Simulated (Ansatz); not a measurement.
`[OH][GaH][SeH]` + H₂ → `[OH][GaH2]` + H₂Se at 500 K and 1 bar (hydrogenolysis of a Ga–Se bond).

Isolated molecules relaxed with PBE0-D4/def2-TZVP in Ansatz; ΔE leaves out vibrations. CBS: MP2 limit from def2 TZ/QZ plus the TZ coupled-cluster correction, frozen cores. This one scheme is used for every species. For Ga, Se outer-core shells are correlated without core-valence functions, which leaves a few kJ/mol of doubt a bond. Scalar relativity is left out up to krypton. Each species was taken in one conformer, which may not be the lowest.

```tsv
species	CCSD(T)/CBS energy (Eh)	H − E (kJ/mol)	S (J/(mol·K))
`[OH][GaH][SeH]`	-4401.68747	110.9	370.0
H₂	-1.17544	41.0	145.5
`[OH][GaH2]`	-2000.92981	96.0	296.8
H₂Se	-2401.89790	53.1	237.8
```

H − E and S are ideal-gas, rigid-rotor, harmonic terms from PBE0-D4/def2-TZVP, for one conformer and one mirror image of each species. The MP2-based limit puts H₂ 0.8 mEh under its directly extrapolated value; such offsets cancel only in part. 1 Eh = 2625.50 kJ/mol, R = 8.31446 J/(mol·K).

**Question.** By hand: ΔE, ΔH, ΔS and ΔG.

**Answer.** ΔE = (-2000.92981) + (-2401.89790) − (-4401.68747) − (-1.17544) = 0.03520 Eh = 92.4 kJ/mol. Δ(H − E) = 96.0 + 53.1 − 110.9 − 41.0 = -2.8, so ΔH = 89.6 kJ/mol. ΔS = 296.8 + 237.8 − 370.0 − 145.5 = 19.1 J/(mol·K). ΔG = 89.6 − 500 × (19.1)/1000 = 80.0 kJ/mol.

**Question.** By hand: the equilibrium constant, and the temperature at which ΔG would vanish if ΔH and ΔS stayed fixed.

**Answer.** log₁₀ K = −ΔG/(RT ln 10) = -8.4. ΔG = 0 at ΔH/ΔS = 4691 K, far beyond where these terms or the molecules hold.

ΔH outweighs TΔS. A doubt of 5 kJ/mol in ΔE shifts log₁₀ K by 0.5 here. Other conformers and mirror images would add mixing entropy, several J/(mol·K) or more a flexible species. These are equilibria of isolated gas molecules and say nothing of rates. Largest T1 diagnostic: 0.015 (customary marks: 0.02 for closed shells, 0.045 for open ones).
